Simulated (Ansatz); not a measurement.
The same path of CH7Al2N (11 atoms, charge 0, multiplicity 1) was run twice with different band settings. Lost on the way: Al4–H11. Made: N2–H11.

All numbers below come from RKS BLYP-D4/def2-SVP in Ansatz.

Relaxed end points:

```xyz
11
Properties=species:S:1:pos:R:3
C -0.004 1.442 0.090
N 0.034 -0.043 0.007
Al -0.415 -1.026 1.473
Al 0.456 -0.837 -1.577
H 0.993 1.865 0.345
H -0.312 1.906 -0.872
H -0.712 1.798 0.868
H -0.311 -2.608 1.375
H -0.904 -0.239 2.769
H 0.695 0.108 -2.837
H 0.545 -2.422 -1.620
```

```xyz
11
Properties=species:S:1:pos:R:3
C -0.410 1.314 -0.159
N -0.321 -0.161 -0.317
Al 0.147 -1.388 1.199
Al 1.412 -1.024 -0.976
H 0.483 1.680 0.387
H -0.442 1.833 -1.140
H -1.300 1.618 0.434
H -0.877 -2.608 1.308
H 0.695 -0.564 2.452
H 1.826 -0.249 -2.338
H -1.150 -0.506 -0.829
```

Common settings: movable images 7; climbing image yes; spring 5.0 eV/Å²; start path through a guess of the saddle point; force threshold 0.03 eV/Å; iteration limit 60; end points relaxed.

| run | optimiser |
| --- | --- |
| 1 | quadratic models (default) |
| 2 | fire |

Task: What does each run give, and how far can it be trusted?

Result: Run 1: converged after 17 iterations, highest image 2.714 eV above the first end. Neighbouring images differ by up to 1.5 eV, so the band resolves the path poorly. A vibrational analysis at the climbing image gives one clearly imaginary mode, 1283i cm⁻¹: a first-order saddle point.
Run 2: not converged after 60 iterations, highest image 2.732 eV above the first end. The band didn't meet its force threshold, so its energies are provisional: the largest band force was still 0.23 eV/Å, and over the last iterations the top stayed at 2.73 eV.
The orbitals stay closed-shell, which can raise the energy where a bond breaks towards radicals; this wasn't checked here.
